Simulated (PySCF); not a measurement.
C₇H₇IrO₄, SMILES C1(C)C=C([O][Ir](<-[O]=1)(<-[C-]#[O+])<-[C-]#[O+])C, multiplicity 1.

The structure is a stationary point at B3LYP-D3(BJ)/def2-SVP. The multiplicity is an assumed one; no other spin state was optimised. The isomer is the one that the SMILES or the coordinates give; other isomers of the formula were not compared. The def2 effective core potentials stand for the cores of Ir; spin–orbit coupling is left out. One conformer was computed; it need not be the lowest.

Two levels are set side by side: PBE/def2-SVP (PySCF) and r2SCAN/def2-SVP (PySCF). Same geometry, gas phase. Differences are taken from unrounded values.

```json
[
 {"quantity": "orbital gap (eV)", "r2SCAN": "3.43", "PBE": "3.01", "PBE minus r2SCAN": "-0.42"},
 {"quantity": "highest occupied level (eV)", "r2SCAN": "-5.79", "PBE": "-5.46", "PBE minus r2SCAN": "0.33"},
 {"quantity": "lowest empty level (eV)", "r2SCAN": "-2.36", "PBE": "-2.45", "PBE minus r2SCAN": "-0.09"},
 {"quantity": "dipole moment (D)", "r2SCAN": "4.08", "PBE": "3.83", "PBE minus r2SCAN": "-0.25"},
 {"quantity": "mean polarisability (bohr³)", "r2SCAN": "128.5", "PBE": "132.2", "PBE minus r2SCAN": "3.8"}
]
```

Rough cost on one machine, each run with all the roots and properties that it gave: r2SCAN against PBE about 3 times.
